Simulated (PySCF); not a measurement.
These 2 structures share the formula C7H8O2. Method: PBE0-D3(BJ)/def2-SVP geometry optimisation, gas phase in PySCF 2.14.0. Energies are electronic, without zero-point or thermal terms, for one conformer each. No frequencies were run at this level. Point groups hold within 0.08 Å.

Problem. Order them by energy at this level, lowest first, and give relative energies in kJ/mol.
A. `[CH3:1][O:2][C:3](=[O:4])[CH:5]1[CH:6]=[CH:7][CH:8]=[CH:9]1` with C1–O2–C3–O4 -1°, O2–C3–C5–C6 -54°
B. `[CH2:1]=[CH:2][C:3]1=[CH:4][C@@H:5]1[O:6][C:7]([CH3:8])=[O:9]` with C1–C2–C3–C4 179°, C4–C5–O6–C7 -150°, C5–O6–C7–C8 -177°

Solution. A (0.0), B (154.2).

As drawn, the higher has a three-membered ring, which the lower lacks.

| SMILES | E (Eh) | E rel (kJ/mol) | dipole (D) | point group | A, B, C (MHz) |
| --- | --- | --- | --- | --- | --- |
| COC(=O)C1C=CC=C1 | -421.20009 | 0.0 | 1.76 | C1 | 4116, 1092, 921.7 |
| C=CC1=C[C@@H]1OC(C)=O | -421.14135 | 154.2 | 1.54 | C1 | 2679, 1228, 926.9 |
